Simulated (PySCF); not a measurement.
CH5ClGaNO. Atoms are numbered in the order given.

```xyz
10

Ga    -0.0798     0.1411     0.0856
Cl     1.3054    -0.1107     1.6881
O      0.0199    -1.0436    -1.2339
C     -0.8302    -0.9746    -2.3544
H     -0.9149     0.0466    -2.7774
H     -0.4229    -1.6245    -3.1475
H     -1.8541    -1.3319    -2.1282
N     -1.2019     1.5478     0.0599
H     -1.3092     2.1563     0.8638
H     -1.9827     1.6224    -0.5821
```

Geometry: r2SCAN-D4/def2-SVP. The structure was generated by enumeration; whether it is a known compound was not checked. One conformer was computed; it need not be the lowest.

All values below come from PBE/pcSseg-1 (PySCF).

GIAO shieldings, no solvent; atoms listed in one row are averaged. δ = σ(ref) − σ: ³⁵Cl against HCl (σ = 936.5 ppm); ¹⁷O against H2O (σ = 334.3 ppm); ¹³C against TMS (σ = 182.0 ppm); ¹H against TMS (σ = 31.49 ppm); ¹⁵N against NH3 (σ = 267.0 ppm), references at their B3LYP-D3(BJ)/def2-TZVP geometries, non-relativistic (without spin–orbit terms, shifts of atoms bonded to Cl or Br come out too high).

```tsv
nucleus	atoms	count	δ (ppm)
³⁵Cl	Cl2	1	-19.1
¹⁷O	O3	1	76.9
¹³C	C4	1	61.6
¹H	H5, H6, H7	3	4.38
¹H	H10	1	1.84
¹H	H9	1	1.72
¹⁵N	N8	1	36.5
```
